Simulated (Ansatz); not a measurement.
Potential energy curve for SMILES [F][GeH3]. The Ge1–F5 bond (Ge1 also carries H, H, H; F5 carries nothing else) is pulled apart rigidly from the PBE0/def2-TZVP optimised geometry.

RKS-PBE = restricted PBE/cc-pVTZ in Ansatz (a program for electronic structure); UKS-PBE = unrestricted PBE/cc-pVTZ in Ansatz; RKS-B3LYP = Ansatz with restricted B3LYP/cc-pVTZ; UCCSD(T) = CCSD(T) on UHF/cc-pVTZ, cores with 3d frozen (Ansatz).

Energies relative to the lowest point of each curve near equilibrium, in kJ/mol; the last columns give the difference from UCCSD(T):

| R / Å | RKS-PBE | UKS-PBE | RKS-B3LYP | UCCSD(T) | RKS-PBE − UCCSD(T) | UKS-PBE − UCCSD(T) | RKS-B3LYP − UCCSD(T) |
|---|---|---|---|---|---|---|---|
| 1.40 | 330.8 | 330.8 | 322.4 | 321.3 | 9.5 | 9.5 | 1.1 |
| 1.47 | 183.7 | 183.7 | 176.6 | 173.8 | 9.9 | 9.9 | 2.8 |
| 1.57 | 63.9 | 63.9 | 59.2 | 56.1 | 7.8 | 7.8 | 3.1 |
| 1.64 | 22.1 | 22.1 | 19.3 | 17.0 | 5.0 | 5.0 | 2.2 |
| 1.70 | 4.6 | 4.6 | 3.5 | 2.5 | 2.1 | 2.1 | 1.0 |
| 1.74 | 0.0 | 0.0 | 0.0 | 0.0 | 0.0 | 0.0 | 0.0 |
| 1.81 | 2.0 | 2.0 | 3.9 | 5.9 | -3.9 | -3.9 | -2.0 |
| 1.85 | 7.4 | 7.4 | 10.5 | 13.7 | -6.3 | -6.3 | -3.2 |
| 1.91 | 20.0 | 20.0 | 24.7 | 30.0 | -10.0 | -10.0 | -5.3 |
| 2.02 | 51.9 | 51.9 | 59.5 | 68.6 | -16.6 | -16.6 | -9.1 |
| 2.15 | 97.3 | 97.3 | 108.1 | 121.1 | -23.9 | -23.9 | -13.0 |
| 2.36 | 173.7 | 173.7 | 189.5 | 208.4 | -34.7 | -34.7 | -18.9 |
| 2.59 | 250.6 | 250.6 | 271.5 | 305.0 | -54.4 | -54.4 | -33.5 |
| 2.88 | 330.9 | 330.9 | 357.8 | 402.6 | -71.7 | -71.7 | -44.8 |
| 3.16 | 390.6 | 387.5 | 423.1 | 469.8 | -79.2 | -82.3 | -46.6 |
| 3.51 | 444.7 | 429.7 | 484.0 | 510.3 | -65.6 | -80.6 | -26.3 |
| 3.82 | 478.3 | 452.3 | 523.1 | 521.9 | -43.6 | -69.6 | 1.2 |
| 4.27 | 510.5 | 471.9 | 562.4 | 526.8 | -16.2 | -54.9 | 35.6 |
| 4.77 | 531.9 | 483.7 | 589.9 | 528.2 | 3.7 | -44.5 | 61.7 |
| 5.26 | 544.1 | 490.1 | 606.7 | 528.6 | 15.5 | -38.5 | 78.1 |
| 6.19 | 555.9 | 496.0 | 624.6 | 528.8 | 27.1 | -32.9 | 95.8 |

RKS-PBE is furthest from UCCSD(T) at 3.16 (-79.2 kJ/mol, below); its mean absolute difference over the points is 24.1 kJ/mol.

UKS-PBE is furthest from UCCSD(T) at 3.16 (-82.3 kJ/mol, below); its mean absolute difference over the points is 31.4 kJ/mol.

RKS-B3LYP is furthest from UCCSD(T) at 6.19 (95.8 kJ/mol, above); its mean absolute difference over the points is 23.1 kJ/mol.

The restricted form behind RKS-PBE, RKS-B3LYP keeps the bonding electrons paired and can't separate into open-shell fragments. The unrestricted determinant behind UKS-PBE is spin-contaminated at 3.16 to 6.19 Å (<S²> up to 0.7, against 0.00 for a pure singlet). The unrestricted determinant behind UCCSD(T) is spin-contaminated at 2.59 to 6.19 Å (<S²> up to 1.0, against 0.00 for a pure singlet).
